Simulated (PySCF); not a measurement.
All of these have the formula C8H9N. Computed with PySCF 2.14.0, density-fitted response routines, TDDFT PBE0/def2-SVPD, vertical, gas phase, core orbitals frozen in the response. Geometries: GFN2-xTB; one conformer of each isolated species. Triplets are in the Tamm–Dancoff approximation. 'Strongest' means the level of largest summed f among the lowest 6 singlets; it needn't be the same kind of state in each.

Problem. Rank by computed LUMO energy, highest first.
A. `C=CCc1ccncc1`
B. `[H]/N=C(/C)C1=CC=CC=C1`
C. `C=C1C[C@H](CC#N)C1=C`
D. `C1[C@H]([C@H](C#C)CC1)C#N`
E. `CNc1cccc2c1C2`
F. `c1ccc(N2CC2)cc1`

Solution. D (0.22 eV), E (0.05 eV), F (-0.12 eV), A (-0.84 eV), B (-1.17 eV), C (-1.44 eV).

```csv
SMILES,LUMO (eV),strongest (eV),f (strongest),T1 (eV),first f ≥ 0.01 (nm),S1 (eV),S1 mainly
C#C[C@@H]1CCC[C@H]1C#N,0.22,7.43,0.02,5.41,169,6.63,H→L+1 (34%)
CNc1cccc2c1C2,0.05,6.13,0.28,3.87,257,4.83,H→L (82%)
c1ccc(N2CC2)cc1,-0.12,5.47,0.24,3.90,254,4.88,H→L (88%)
C=CCc1ccncc1,-0.84,5.98,0.08,4.19,222,4.87,H→L (93%)
[H]/N=C(/C)c1ccccc1,-1.17,5.58,0.17,3.74,222,4.64,H→L (63%)
C=C1C[C@H](CC#N)C1=C,-1.44,5.20,0.27,2.90,239,5.20,H→L (98%)
```

H and L stand for HOMO and LUMO.

- `C#C[C@@H]1CCC[C@H]1C#N`: Löwdin shares by element: HOMO carbon 86% or more; LUMO carbon 27% or more, nitrogen 8% (atoms not listed hold the other 65%).
- `CNc1cccc2c1C2`: Löwdin shares by element: HOMO carbon 38% or more, nitrogen 30% (atoms not listed hold the other 31%); LUMO carbon 67% or more (atoms not listed hold the other 33%).
- `c1ccc(N2CC2)cc1`: Löwdin shares by element: HOMO carbon 36% or more, nitrogen 27% (atoms not listed hold the other 37%); LUMO carbon 73% or more (atoms not listed hold the other 27%).
- `C=CCc1ccncc1`: Löwdin shares by element: HOMO nitrogen 56%, carbon 25% or more (atoms not listed hold the other 19%); LUMO carbon 39% or more, nitrogen 18% (atoms not listed hold the other 42%).
- `[H]/N=C(/C)c1ccccc1`: Löwdin shares by element: HOMO nitrogen 41%, carbon 30% or more (atoms not listed hold the other 30%); LUMO carbon 43% or more, nitrogen 16% (atoms not listed hold the other 40%).
- `C=C1C[C@H](CC#N)C1=C`: Löwdin shares by element: HOMO carbon 83% or more (atoms not listed hold the other 17%); LUMO carbon 71% or more (atoms not listed hold the other 29%).
